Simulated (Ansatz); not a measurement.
Consider the redistribution: `[CH3][GeH]([Cl])[Cl]` + `CNBCl` → `C[NH][GeH]([Cl])[Cl]` + `CBCl`.

Gas-phase electronic energies from Ansatz, PBE0-D4/def2-TZVP geometries. CCSD(T)/CBS adds triple-zeta CCSD(T) − MP2 to the extrapolated MP2 energy (def2 sets, frozen cores). DFT in def2-TZVPP. B3LYP here is the variant with VWN-RPA as its local correlation; programs differ in this. HSE06 is defined as in plane-wave codes. For Ge outer-core shells are correlated without core-valence functions, which leaves a few kJ/mol of doubt a bond. Scalar relativity is left out up to krypton. One conformer a species, not always the lowest.

| level | ΔE (kJ/mol) | difference from CCSD(T)/CBS |
| --- | --- | --- |
| PBE0-D4 | 119.7 | 2.3 |
| B3LYP-D4 | 118.6 | 1.2 |
| r2SCANh-D4 | 118.5 | 1.1 |
| BHLYP-D4 | 118.2 | 0.8 |
| CAM-B3LYP-D4 | 120.2 | 2.8 |
| PBE0 | 121.3 | 3.9 |
| B3LYP | 121.4 | 4.0 |
| HSE06 | 121.2 | 3.8 |
| LC-ωPBE | 120.6 | 3.2 |
| CCSD/def2-SVP | 120.0 | 2.6 |
| CCSD(T)/def2-SVP | 120.1 | 2.7 |
| HF/def2-TZVPP | 114.7 | -2.7 |
| SCS-MP2/def2-TZVPP | 117.0 | -0.4 |
| CCSD/def2-TZVPP | 117.3 | -0.1 |
| CCSD(T)/def2-TZVPP | 117.4 | 0.0 |
| HF/CBS(def2) | 114.4 | -3.0 |
| CCSD(T)/CBS | 117.4 | 0 |

Q: What do rigid-rotor, harmonic-oscillator terms from PBE0-D4/def2-TZVP frequencies (298.15 K, 1 bar) make of the CCSD(T)/CBS value? (Estimate.)

A: The calculation gave: ΔZPE = -5.8 kJ/mol, ΔH = +113.1 kJ/mol, ΔS = 16 J/(mol·K), ΔG = +108.3 kJ/mol.

Largest T1 diagnostic among the species: 0.011.

Leaving LDA and LC-ωPBE aside and taking each functional with its dispersion term where it has one, the values, not all of them listed here, spread over 5.7 kJ/mol, from B97M-V to CAM-B3LYP-D4. LDA lies +5.2 kJ/mol from PBE without D4.
